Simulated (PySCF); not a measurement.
BH4O4, charge -1. Atoms are numbered in the order given.

```xyz
9

O      1.1256    -0.5349    -0.7970
B      0.0000     0.0000     0.0000
O     -0.5349    -1.1256     0.7970
O      0.5349     1.1256     0.7970
O     -1.1256     0.5349    -0.7970
H      0.8877    -1.4330    -1.0322
H     -1.4330    -0.8877     1.0322
H      1.4330     0.8877     1.0322
H     -0.8877     1.4330    -1.0322
```
Charge -1, spin multiplicity 1.

The structure is a stationary point at PBE0-D3(BJ)/def2-SVPD. The values are those of a single conformer.

The numbers are results of PBE/def2-SVPD (PySCF), not measurements.

Symmetry labels are those of the subgroup C2 that the program uses (full group S4).

Q: List the valence orbital energies around the gap with their symmetry. (The exact figures need the calculation; the answer reports its results.)

A: 
```json
[
 {"orbital": "HOMO−7", "symmetry": "A", "energy (eV)": "-3.69"},
 {"orbital": "HOMO−6", "symmetry": "A", "energy (eV)": "-2.78"},
 {"orbital": "HOMO−5", "symmetry": "B", "energy (eV)": "-2.56"},
 {"orbital": "HOMO−4", "symmetry": "B", "energy (eV)": "-2.56"},
 {"orbital": "HOMO−3", "symmetry": "A", "energy (eV)": "-1.76"},
 {"orbital": "HOMO−2", "symmetry": "A", "energy (eV)": "-1.31"},
 {"orbital": "HOMO−1", "symmetry": "B", "energy (eV)": "-0.68"},
 {"orbital": "HOMO", "symmetry": "B", "energy (eV)": "-0.68"},
 {"orbital": "LUMO", "symmetry": "A", "energy (eV)": "3.55"},
 {"orbital": "LUMO+1", "symmetry": "B", "energy (eV)": "4.82"},
 {"orbital": "LUMO+2", "symmetry": "B", "energy (eV)": "4.82"},
 {"orbital": "LUMO+3", "symmetry": "A", "energy (eV)": "4.93"}
]
```
